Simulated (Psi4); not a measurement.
I4Ti, singlet, at a GFN2-xTB geometry (such geometries of metal compounds can be far from the true shape) (core potentials on I); PBE/def2-SV(P) run with Psi4.

Psi4 was given this input:
```
memory 2 GB

molecule {
0 1
  Ti   -0.00000000    0.00000000   -0.00000000
  I     2.09524070   -0.59546698   -1.49603154
  I     0.78783176    0.44202976    2.48327520
  I    -1.17364265    2.16819622   -0.95090116
  I    -1.70942982   -2.01475900   -0.03634250
}

set basis def2-sv(p)
set basis_guess sto-3g

energy('pbe')
print_variables()
```

The log (banner, timings and long lists left out):

```
  //>>>>>>>>>>>>>>>>>>>>>>>>>>>>>>>>>>>//
  //      Guess SCF, STO-3G Basis      //
  //<<<<<<<<<<<<<<<<<<<<<<<<<<<<<<<<<<<//

   => Loading Basis Set <=

    Name: STO-3G
    Role: ORBITAL
    Keyword: BASIS

         ---------------------------------------------------------
                           SCF Castup computation
         ---------------------------------------------------------
                                   SCF
               by Justin Turney, Rob Parrish, Andy Simmonett
                          and Daniel G. A. Smith
                              RKS Reference
         ---------------------------------------------------------

  ==> Geometry <==

    Molecular point group: c1
    Full point group: Td

    Geometry (in Angstrom), charge = 0, multiplicity = 1:

       Center              X                  Y                   Z               Mass
    ------------   -----------------  -----------------  -----------------  -----------------
         TI           0.000000002284     0.000000000000    -0.000000000000    47.947941980000
         I            2.095240702284    -0.595466980000    -1.496031540000   126.904471900000
         I            0.787831762284     0.442029760000     2.483275200000   126.904471900000
         I           -1.173642647716     2.168196220000    -0.950901160000   126.904471900000
         I           -1.709429817716    -2.014759000000    -0.036342500000   126.904471900000

  Running in c1 symmetry.

  Rotational constants: A =      0.00713  B =      0.00713  C =      0.00713 [cm^-1]
  Rotational constants: A =    213.86839  B =    213.86839  C =    213.86839 [MHz]
  Nuclear repulsion = 3000.842768210438408

  Charge       = 0
  Multiplicity = 1
  Electrons    = 234
  Nalpha       = 117
  Nbeta        = 117

  ==> Algorithm <==

  SCF Algorithm Type is DF.
  DIIS enabled.
  MOM disabled.
  Fractional occupation disabled.
  Guess Type is SAD.
  Energy threshold   = 1.00e-06
  Density threshold  = 1.00e-06
  Integral threshold = 1.00e-12

  ==> Primary Basis <==

  Basis Set: STO-3G
    Blend: STO-3G
    Number of shells: 52
    Number of basis functions: 126
    Number of Cartesian functions: 135
    Spherical Harmonics?: true
    Max angular momentum: 2

  ==> DFT Potential <==

   => LibXC <=

    Version 7.1.2
    S. Lehtola, C. Steigemann, M. J. T. Oliveira, and M. A. L. Marques,  SoftwareX 7, 1–5 (2018) (10.1016/j.softx.2017.11.002)

   => Composite Functional: PBE <=

[...]
  @DF-RKS Final Energy: -28541.18619130663137
    Total Energy =                     -28541.1861913066313718
[...]

   => Exchange Functionals <=

    1.0000     XC_GGA_X_PBE

   => Correlation Functionals <=

    1.0000     XC_GGA_C_PBE

   => LibXC Density Thresholds  <==

    XC_GGA_C_PBE:  1.00E-12
    XC_GGA_X_PBE:  1.00E-15

   => Molecular Quadrature <=

    Radial Scheme          =       TREUTLER
    Pruning Scheme         =           NONE
    Nuclear Scheme         =       TREUTLER

    Blocking Scheme        =         OCTREE
    BS radius alpha        =              1
    Pruning alpha          =              1
    Radial Points          =             75
    Spherical Points       =            302
    Total Points           =         108337
    Total Blocks           =            948
    Max Points             =            256
    Max Functions          =            117
    Weights Tolerance      =       1.00E-15

   => Loading Basis Set <=

    Name: (DEF2-SV(P) AUX)
    Role: JKFIT
    Keyword: DF_BASIS_SCF

  Computing basis projection from STO-3G to DEF2-SV(P)

Traceback (most recent call last):
  File "psi4", line 375, in <module>
  File "<string>", line 26, in <module>
  File "site-packages/psi4/driver/driver.py", line 533, in energy
  File "site-packages/psi4/driver/procrouting/proc.py", line 2760, in run_scf
  File "site-packages/psi4/driver/procrouting/proc.py", line 1992, in scf_helper

psi4.driver.p4util.exceptions.ValidationError: Projecting from basis (STO-3G) with (0) ECP electrons to basis (DEF2-SV(P)) with (112) ECP electrons will be a disaster. Select a compatible cast-up basis with `set guess_basis YOUR_BASIS_HERE`.

Printing out the relevant lines from the Psithon --> Python processed input file:
      I    -1.70942982   -2.01475900   -0.03634250
    """)
    core.IO.set_default_namespace("")
    core.set_global_option("BASIS", "def2-sv(p)")
    core.set_global_option("BASIS_GUESS", "sto-3g")
--> energy('pbe')
    print_variables()

!----------------------------------------------------------------------------------!
!                                                                                  !
!  Projecting from basis (STO-3G) with (0) ECP electrons to basis (DEF2-SV(P))     !
!     with (112) ECP electrons will be a disaster. Select a compatible cast-up     !
!     basis with `set guess_basis YOUR_BASIS_HERE`.                                !
!                                                                                  !
!----------------------------------------------------------------------------------!
```

The run crashed.
